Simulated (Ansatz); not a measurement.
Basis-set extrapolation for `O=C=NB(F)Cl` (PBE0-D4/def2-TZVP geometry, frozen core, the Gaussian-basis code of Ansatz). Multiplicity 1, RHF reference.

```csv
,def2-TZVPP,def2-QZVPP
HF,-751.100244,-751.125298
MP2 correlation,-1.084223,-1.175040
CCSD(T) correlation,-1.142806,not run
```

Energies in hartree. Use E(X) = E(∞) + A·exp(−7.88·√X) for Hartree–Fock and E(X) = E(∞) + B·X^(−2.97) for correlation, with X = 3 and 4, and add CCSD(T) minus MP2 of the smaller set to the MP2 limit.

Q: What is the CCSD(T) energy at the basis-set limit?

A: HF limit: -751.125298 + (-0.025054) × 0.13774 = -751.12875. MP2 limit: -1.175040 + (-0.090817) × 0.74074 = -1.24231. Higher-order term: -1.142806 − (-1.084223) = -0.05858. Total: -752.42964 hartree, 489.9 kJ/mol below CCSD(T)/def2-TZVPP.
